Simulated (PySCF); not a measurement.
Molfile (atoms numbered from 1):
```
C7H12O2
     RDKit          3D

 21 21  0  0  0  0  0  0  0  0999 V2000
    3.1866   -0.5892    0.2074 C   0  0  0  0  0  0  0  0  0  0  0  0
    1.8723    0.1340    0.2695 C   0  0  0  0  0  0  0  0  0  0  0  0
    1.7448    1.3298    0.3128 O   0  0  0  0  0  0  0  0  0  0  0  0
    0.8431   -0.7236    0.3009 O   0  0  0  0  0  0  0  0  0  0  0  0
   -0.4620   -0.1632    0.4035 C   0  0  0  0  0  0  0  0  0  0  0  0
   -1.0385    0.3126   -0.9228 C   0  0  0  0  0  0  0  0  0  0  0  0
   -2.5244    0.4278   -0.5983 C   0  0  0  0  0  0  0  0  0  0  0  0
   -2.8182   -0.7627    0.3416 C   0  0  0  0  0  0  0  0  0  0  0  0
   -1.4469   -1.2271    0.8733 C   0  0  0  0  0  0  0  0  0  0  0  0
    3.8952   -0.0022   -0.3900 H   0  0  0  0  0  0  0  0  0  0  0  0
    3.5927   -0.6686    1.2277 H   0  0  0  0  0  0  0  0  0  0  0  0
    3.0725   -1.6004   -0.2014 H   0  0  0  0  0  0  0  0  0  0  0  0
   -0.4186    0.6876    1.1032 H   0  0  0  0  0  0  0  0  0  0  0  0
   -0.5790    1.2461   -1.2758 H   0  0  0  0  0  0  0  0  0  0  0  0
   -0.8590   -0.4703   -1.6801 H   0  0  0  0  0  0  0  0  0  0  0  0
   -3.1616    0.4364   -1.4944 H   0  0  0  0  0  0  0  0  0  0  0  0
   -2.7084    1.3783   -0.0714 H   0  0  0  0  0  0  0  0  0  0  0  0
   -3.3185   -1.5801   -0.1989 H   0  0  0  0  0  0  0  0  0  0  0  0
   -3.4984   -0.4697    1.1547 H   0  0  0  0  0  0  0  0  0  0  0  0
   -1.1478   -2.1833    0.4162 H   0  0  0  0  0  0  0  0  0  0  0  0
   -1.4220   -1.3699    1.9632 H   0  0  0  0  0  0  0  0  0  0  0  0
  1  2  1  0
  2  3  2  0
  2  4  1  0
  4  5  1  0
  5  6  1  0
  6  7  1  0
  7  8  1  0
  8  9  1  0
  9  5  1  0
  1 10  1  0
  1 11  1  0
  1 12  1  0
  5 13  1  0
  6 14  1  0
  6 15  1  0
  7 16  1  0
  7 17  1  0
  8 18  1  0
  8 19  1  0
  9 20  1  0
  9 21  1  0
M  END
```

Geometry: PBE0-D3(BJ)/def2-SVP; GIAO shifts from PySCF 2.14, gas phase, non-relativistic, averaged over equivalent atoms.

At B3LYP/pcSseg-1 (213 basis functions, 42 s wall time on 1 thread of an Arm Neoverse V1, shared host):
```csv
atoms,δ (ppm)
C2,175.0
C5,78.0
C6/C9,33.3
C7/C8,24.1
C1,22.0
O3,446.1
O4,244.9
H13,4.54
H14/H21,2.01
H10/H11/H12,1.95
H16/H18,1.66
H17/H19,1.52
H15/H20,1.27
```

Chemical shifts δ = σref − σ; 13C (σref 179.24), 1H (σref 31.38) vs TMS; H2O for 17O (σref 334.04), all at this level.

**Question.** What do these become at PBE0/pcSseg-1?

**Answer.** 
```json
{"atoms": "C2", "δ at PBE0/pcSseg-1": "174.1", "change": "-0.9"}
{"atoms": "C5", "δ at PBE0/pcSseg-1": "76.1", "change": "-1.9"}
{"atoms": "C6/C9", "δ at PBE0/pcSseg-1": "32.1", "change": "-1.2"}
{"atoms": "C7/C8", "δ at PBE0/pcSseg-1": "23.0", "change": "-1.1"}
{"atoms": "C1", "δ at PBE0/pcSseg-1": "21.8", "change": "-0.2"}
{"atoms": "O3", "δ at PBE0/pcSseg-1": "442.3", "change": "-3.8"}
{"atoms": "O4", "δ at PBE0/pcSseg-1": "238.6", "change": "-6.3"}
{"atoms": "H13", "δ at PBE0/pcSseg-1": "4.52", "change": "-0.02"}
{"atoms": "H14/H21", "δ at PBE0/pcSseg-1": "2.00", "change": "-0.01"}
{"atoms": "H10/H11/H12", "δ at PBE0/pcSseg-1": "1.96", "change": "+0.01"}
{"atoms": "H16/H18", "δ at PBE0/pcSseg-1": "1.65", "change": "-0.01"}
{"atoms": "H17/H19", "δ at PBE0/pcSseg-1": "1.50", "change": "-0.02"}
{"atoms": "H15/H20", "δ at PBE0/pcSseg-1": "1.27", "change": "+0.00"}
```

Scale: 13C (σ = 184.41 ppm), 1H (σ = 31.27 ppm) vs TMS; 17O (σ = 334.56 ppm) against H2O (reference shieldings calculated alike).

The largest change is at O4 (ester alkoxy oxygen). Cost: 213 basis functions, 44 s wall time on 1 thread of an Arm Neoverse V1, shared host. The order of the carbon signals is the same at both levels.

Unscaled 17O shifts of doubly bonded oxygen tend to come out too high, by tens of ppm or more. Experimental scales use liquid or dissolved standards, which lie at an offset from isolated H2O (liquid H2O: subtract about 36 ppm).
